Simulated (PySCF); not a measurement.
B(F)(GeH3)(OH) (BFGeH4O), SMILES O[B](F)[GeH3]. Atoms are numbered in the order given.

```xyz
8

B     -0.0082     1.0510     0.0000
F     -1.1716     1.7098     0.0000
Ge     0.0156    -1.0214     0.0000
H     -0.7169    -1.5701     1.2402
H     -0.7169    -1.5701    -1.2402
H      1.4508    -1.5749     0.0000
O      1.1359     1.7555     0.0000
H      0.9823     2.7107     0.0000
```
Charge 0, spin multiplicity 1.

The structure is a stationary point at PBE0-D3(BJ)/def2-SVP. The structure was generated by enumeration, and PubChem lists no compound with its InChIKey, so it may never have been made. One conformer was computed; it need not be the lowest.

These are HF/def2-TZVP (PySCF) values and carry that method's errors.

The total energy is -2276.87649 hartree, the point group is Cs and the highest occupied level is -11.75 eV. The lowest empty level is 2.92 eV. The orbital gap comes out as 14.67 eV. The dipole moment is 0.297 e·Å and the quadrupole, principal values (traceless, Buckingham form, about the centre of nuclear charge) is -7.44, 0.47, 6.97 D·Å. The mean static polarisability comes out as 45.3 bohr³ (6.72 Å³) and the polarisability, principal values is 40.6, 44.0, 51.5 bohr³.
